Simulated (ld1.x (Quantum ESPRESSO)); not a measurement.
# Plane-wave convergence, ultrasoft potential for lutetium (Lu)

* Element: lutetium
* Generator: ld1.x (Quantum ESPRESSO) 7.5
* Type: ultrasoft
* Functional: PW91
* Relativity: scalar-relativistic
* Frozen core: [Kr] 4d10
* Valence charge: 25
* Reference configuration: 4f14 5s2 5p6 5d1 6s1 6p1
* Partial waves: 5s (bound): rcut 2.05, rcutus 2.35 bohr; 6s (bound): rcut 2.05, rcutus 2.35 bohr; 5p (bound): rcut 1.85, rcutus 2.05 bohr; 6p (bound): rcut 1.85, rcutus 2.05 bohr; 5d (bound): rcut 2.50, rcutus 3.05 bohr; 5d channel at 4.2 Ry: rcut 2.50, rcutus 3.05 bohr; 4f (bound): rcut 0.65, rcutus 0.75 bohr; 4f channel at 2.3 Ry: rcut 0.65, rcutus 0.75 bohr
* Local potential: all-electron potential smoothed inside 3.00 bohr (lloc = -1)
* Core correction: none
* Augmentation charge: PSQ, radius 0.70 bohr

The pseudo-atom Hamiltonian at the reference potential is diagonalised in spherical Bessel functions j_l(qr) that vanish at 20 bohr, with q² up to the cutoff. All-electron valence levels (Ry): 5s -4.5998, 6s -0.4079, 5p -2.4378, 6p -0.1471, 5d -0.2127, 4f -0.8181.

How do the lowest levels (Ry) of each channel move with the cutoff, and are there ghosts?

```tsv
cutoff (Ry)	s #1	s #2	s #3	p #1	p #2	d #1	f #1	Σ f·Δε (mRy)
8	-4.5940	-0.3347	-0.0241	-2.2790	-0.1196	-0.2047	0.0768	13595.9
25	-4.5997	-0.4076	-0.0346	-2.4373	-0.1461	-0.2128	0.0768	12526.7
50	-4.5998	-0.4080	-0.0346	-2.4378	-0.1472	-0.2128	0.0768	12522.4
100	-4.5998	-0.4080	-0.0346	-2.4378	-0.1472	-0.2128	0.0767	12522.0
180	-4.5998	-0.4080	-0.0346	-2.4378	-0.1472	-0.2128	-0.6543	2287.7
400	-4.5998	-0.4080	-0.0346	-2.4378	-0.1472	-0.2128	-0.8177	0.0
```

Result: no extra level below or beside the all-electron valence levels (s, p, d, f tested); 10 mRy is reached at over 300 Ry and 1 mRy at over 300 Ry.

Test run stopped at test 3 of 7 (negative rho).
